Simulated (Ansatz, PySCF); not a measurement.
CH3ClFNSi2, SMILES F[Si@]1(Cl)N=C[SiH2]1. Atoms are numbered in the order given.

```xyz
9

F      1.3063     0.5042     1.4957
Si     0.3847     0.1143     0.2215
Cl     1.6591    -0.5056    -1.2724
N     -0.6527     1.4804    -0.2913
C     -1.8316     0.9719    -0.1524
Si    -1.7228    -0.8454     0.5241
H     -2.7237     1.5756    -0.4084
H     -2.2287    -1.9183    -0.3809
H     -2.2801    -1.0490     1.8930
```
Charge 0, spin multiplicity 1.

The structure is a stationary point at B3LYP-D3(BJ)/def2-SVP. The structure was generated by enumeration; whether it is a known compound was not checked.

Two levels are set side by side: PBE-D3(BJ)/def2-SVP (Ansatz, an electronic-structure program) and B3LYP-D3(BJ)/def2-SVP (Ansatz). Each level has its own optimised geometry; the coordinates shown are those of the second. Frequencies come from the Hessian of PySCF at each geometry. Differences are taken from unrounded values.

```
quantity                            B3LYP-D3(BJ)
----------------------------------  ------------
mean bond length (Å)                       1.681
bond F1–Si2 (Å)                            1.620
bond Si2–Cl3 (Å)                           2.059
bond Si2–N4 (Å)                            1.790
bond Si2–Si6 (Å)                           2.335
bond N4–C5 (Å)                             1.291
bond C5–Si6 (Å)                            1.942
bond C5–H7 (Å)                             1.107
bond Si6–H8 (Å)                            1.492
bond Si6–H9 (Å)                            1.492
highest harmonic wavenumber (cm⁻¹)          3030
mean harmonic wavenumber (cm⁻¹)              892
zero-point energy (kcal/mol)               26.77
```

Problem. What does PBE-D3(BJ) give, and how far is it from B3LYP-D3(BJ)? (An estimate is asked for; the answer gives what the named calculation found.)

Solution. 
| quantity | PBE-D3(BJ) | PBE-D3(BJ) minus B3LYP-D3(BJ) |
|---|---|---|
| mean bond length (Å) | 1.692 | 0.011 |
| bond F1–Si2 (Å) | 1.633 | 0.013 |
| bond Si2–Cl3 (Å) | 2.066 | 0.007 |
| bond Si2–N4 (Å) | 1.805 | 0.015 |
| bond Si2–Si6 (Å) | 2.342 | 0.006 |
| bond N4–C5 (Å) | 1.300 | 0.009 |
| bond C5–Si6 (Å) | 1.949 | 0.007 |
| bond C5–H7 (Å) | 1.116 | 0.009 |
| bond Si6–H8 (Å) | 1.507 | 0.015 |
| bond Si6–H9 (Å) | 1.507 | 0.015 |
| highest harmonic wavenumber (cm⁻¹) | 2956 | -73 |
| mean harmonic wavenumber (cm⁻¹) | 860 | -32 |
| zero-point energy (kcal/mol) | 25.81 | -0.96 |

GGA bonds tend to be longer and softer than those of functionals with exact exchange. Differences between two approximate levels are no errors against the true value.
